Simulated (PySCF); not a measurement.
From one molecule to another.

First species: C₅H₅F₃O₂.
Atom-mapped SMILES: `[CH3:1][C@@H:2]1[O:3][C:4](=[O:5])[C@H:6]1[C:7]([F:8])([F:9])[F:10]` (hydrogens: H11, H12, H13 on C1; H14 on C2; H15 on C6)

Second species: C5H5F5.
SMILES: `FC(F)(C(F)(CC=C)F)F`

Levels: PBE0/def2-SVPD for dipole moment, HOMO energy, LUMO energy, HOMO–LUMO gap, static isotropic polarisability and electronic spatial extent ⟨r²⟩ about the centre of nuclear charge; TDDFT PBE0/def2-SVPD for lowest singlet excitation; TDA PBE0/def2-SVPD for lowest triplet excitation (Tamm–Dancoff); GFN2-xTB for rotational constant A and rotational constant C. Geometries: GFN2-xTB. Each structure is a single optimised conformer of the isolated species, non-relativistic unless stated. Electronic properties by PySCF.

Dipoles, sizes and rotational constants follow the conformer. The torsions of the flexible species, by atom-mapped SMILES:
- `[CH3:1][C@@H:2]1[O:3][C:4](=[O:5])[C@H:6]1[C:7]([F:8])([F:9])[F:10]`: C4–C6–C7–F8 45°
- `[CH2:1]=[CH:2][CH2:3][C:4]([F:5])([F:6])[C:7]([F:8])([F:9])[F:10]`: C1–C2–C3–C4 119°, C2–C3–C4–F5 62°, C3–C4–C7–F8 60°

```json
{"property": "dipole moment", "column X": "2.40 D", "column Y": "4.36 D"}
{"property": "HOMO energy", "column X": "-8.19 eV", "column Y": "-8.76 eV"}
{"property": "LUMO energy", "column X": "-0.29 eV", "column Y": "-0.57 eV"}
{"property": "HOMO–LUMO gap", "column X": "7.90 eV", "column Y": "8.19 eV"}
{"property": "lowest singlet excitation", "column X": "7.56 eV", "column Y": "5.91 eV"}
{"property": "lowest triplet excitation (Tamm–Dancoff)", "column X": "4.46 eV", "column Y": "5.37 eV"}
{"property": "static isotropic polarisability", "column X": "65.0 au", "column Y": "65.3 au"}
{"property": "electronic spatial extent ⟨r²⟩ about the centre of nuclear charge", "column X": "1431 bohr²", "column Y": "1320 bohr²"}
{"property": "rotational constant A", "column X": "2.367 GHz", "column Y": "1.846 GHz"}
{"property": "rotational constant C", "column X": "0.835 GHz", "column Y": "0.871 GHz"}
```

Question: Which column belongs to which species?

Answer: Column X is the second species and column Y the first. The first has 15 atoms and 78 electrons, the second 15 and 80.

Question: How does each property change from the first species to the second?

Answer: dipole moment -1.96 D; HOMO energy +0.57 eV; LUMO energy +0.28 eV; HOMO–LUMO gap -0.29 eV; lowest singlet excitation +1.65 eV; lowest triplet excitation (Tamm–Dancoff) -0.91 eV; static isotropic polarisability -0.3 au; electronic spatial extent ⟨r²⟩ about the centre of nuclear charge +111 bohr²; rotational constant A +0.521 GHz; rotational constant C -0.036 GHz.

On the first: A dipole of 4.36 D is allowed in C1, and pure rotational transitions are dipole-allowed. The principal polarisabilities are 55.2, 65.3 and 75.5 au; their mean is the isotropic value.

On the second: In atomic units the dipole is 0.94 e·bohr (1 au = 2.5417 D). The polarisability is 9.63 Å³ as a volume (1 au = 0.148185 Å³), or 0.81 au for each of the 80 electrons.
